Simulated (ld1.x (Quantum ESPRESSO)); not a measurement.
# An all-electron radial function and its pseudo partner (N)

Columns: radius, all-electron u(r) and pseudo u(r) of the 2s shell (level -18.46 eV) of nitrogen in the configuration [He] 2s2 2p3; PBEsol, scalar-relativistic, TM semilocal scheme, ld1.x (Quantum ESPRESSO) 7.5.

```tsv
r (bohr)	all-electron	pseudo
0.065	0.3274	-0.0464
0.130	0.3849	-0.0949
0.195	0.3028	-0.1475
0.260	0.1553	-0.2062
0.325	-0.0153	-0.2728
0.390	-0.1853	-0.3483
0.455	-0.3419	-0.4321
0.520	-0.4793	-0.5213
0.585	-0.5953	-0.6106
0.650	-0.6895	-0.6934
0.715	-0.7632	-0.7637
0.780	-0.8180	-0.8180
0.845	-0.8561	-0.8561
0.910	-0.8798	-0.8798
0.975	-0.8912	-0.8912
1.040	-0.8924	-0.8924
1.105	-0.8851	-0.8851
1.170	-0.8711	-0.8711
1.235	-0.8517	-0.8517
1.300	-0.8282	-0.8282
1.365	-0.8014	-0.8014
1.430	-0.7724	-0.7724
1.495	-0.7418	-0.7418
1.560	-0.7102	-0.7102
1.625	-0.6781	-0.6781
1.690	-0.6459	-0.6459
```

Problem. How many radial nodes do the two functions have?

Solution. The all-electron 2s function has n − l − 1 = 1; the pseudo-wave has 0, since the states of the same l below it are removed with the core.

Problem. At about which radius was the pseudo-wave matched?

Solution. 0.85 bohr. The columns agree to 0.0005 from 0.78 bohr on; several derivatives are matched, so the curves merge somewhat inside the radius.

Problem. Is the pseudo-wave norm-conserving?

Solution. Yes: the TM semilocal scheme keeps the norm inside the radius equal to the all-electron one, which fixes the energy derivative of the logarithmic derivative at the level.
